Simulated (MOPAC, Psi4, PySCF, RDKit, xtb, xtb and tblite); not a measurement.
Two geometries of C6H9BO3, SMILES OB(O)CCc1ccco1, singlet, relaxed at GFN2-xTB with one dihedral held; other torsions can differ between them too.

Structure A

```
19

O      2.1998     1.5054    -0.3945
B      1.9857     0.2300    -0.8498
O      0.9965    -0.0052    -1.7326
C      2.8132    -1.0411    -0.3156
C      3.4538    -0.8483     1.0723
C      2.4191    -0.6582     2.1268
C      1.7864    -1.5458     2.9445
C      0.8588    -0.7976     3.7132
C      0.9915     0.4901     3.3070
O      1.9341     0.5884     2.3467
H      2.1176     1.6322     0.5492
H      0.5341     0.7778    -2.0370
H      3.6108    -1.2600    -1.0285
H      2.1699    -1.9210    -0.2957
H      4.0531    -1.7237     1.3280
H      4.1055     0.0274     1.0472
H      1.9602    -2.6008     2.9983
H      0.1915    -1.1725     4.4618
H      0.5043     1.3961     3.6078
```

Structure B

```
19

O     -2.9964     1.0211     0.2862
B     -2.1877     0.4413    -0.6307
O     -2.6982    -0.5580    -1.3877
C     -0.7188     1.0738    -0.7965
C      0.0645     0.6614    -2.0577
C      0.4673    -0.7729    -2.0268
C      1.5366    -1.4013    -1.4628
C      1.3765    -2.7858    -1.7255
C      0.2222    -2.9016    -2.4290
O     -0.3384    -1.6893    -2.6192
H     -3.7928     0.5233     0.4750
H     -2.1059    -0.9585    -2.0275
H     -0.8127     2.1604    -0.7898
H     -0.1211     0.8205     0.0815
H      0.9678     1.2700    -2.1350
H     -0.5482     0.8404    -2.9439
H      2.3417    -0.9387    -0.9300
H      2.0342    -3.5774    -1.4305
H     -0.2918    -3.7466    -2.8410
```

Task: Which is lower in energy at the level Psi4 1.11 with PBE0-D3(BJ)/def2-SVP // GFN2-xTB, and by how much?

Result: B is lower, by 22.63 kJ/mol (dihedral H11–O1–B2–O3: 120° in A, 15° in B).

E(B) − E(A) in kJ/mol at the other levels, on the same two geometries: GFN2-xTB (xtb and tblite) -24.56; PBE0/def2-SVP // GFN2-xTB (Psi4) -22.78; PBE/def2-SVP // GFN2-xTB (Psi4) -22.81; PBE-D3(BJ)/def2-SVP // GFN2-xTB (Psi4) -22.70; UFF // GFN2-xTB (RDKit) 58.96; AM1, restricted, heats of formation // GFN2-xTB (MOPAC) -24.50; PM7, restricted, heats of formation // GFN2-xTB (MOPAC) -15.75; GFN1-xTB // GFN2-xTB (xtb) -19.52; restricted B3LYP/6-31G*, spherical d, density fitting // GFN2-xTB (PySCF) -24.19; restricted Hartree-Fock/STO-3G // GFN2-xTB (PySCF) -35.06; restricted B3LYP/3-21G, density fitting // GFN2-xTB (PySCF) -20.82; restricted BP86/6-31G*, spherical d, density fitting // GFN2-xTB (PySCF) -24.87.
